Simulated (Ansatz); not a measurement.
Species: CoF2, net charge -1, triplet state. The spin state was set by rule; other spins were not relaxed. 
Structure (B3LYP-D3(BJ)/def2-TZVP (Ansatz, a program for electronic structure) minimum search):
SMILES: [F][Co-][F]
```xyz
3

Co     0.0000     0.0000     0.0000
F      0.0000     0.0000    -1.8032
F      0.0000     0.0000     1.8032
```
Charge -1, spin multiplicity 3.

Basis-set convergence of Hartree-Fock and MP2 correlation energies (hartree) with Ansatz. Correlated levels leave the core frozen unless marked. Open shells are spin-unrestricted. No spin-orbit coupling. Frozen are the shells of the preceding noble gas and the d and f shells that filled before the atom's block. No relativistic terms.

The UHF reference is spin-contaminated (<S^2> 0.80 over the pure value in the largest basis). The T1 diagnostic of CCSD in the largest basis is 0.073, which is high, so the coupled-cluster rows are less sure than usual.

```
basis        functions        E(HF)  E(corr, MP2)
-----------  ---------  -----------  ------------
def2-SVPD           80  -1580.05337      -0.59019
def2-TZVPPD        147            …             …
```

### Question
What belongs in the gaps?

### Answer

- def2-TZVPPD, E(HF): -1580.47224
- def2-TZVPPD, E(corr, MP2): -0.80324
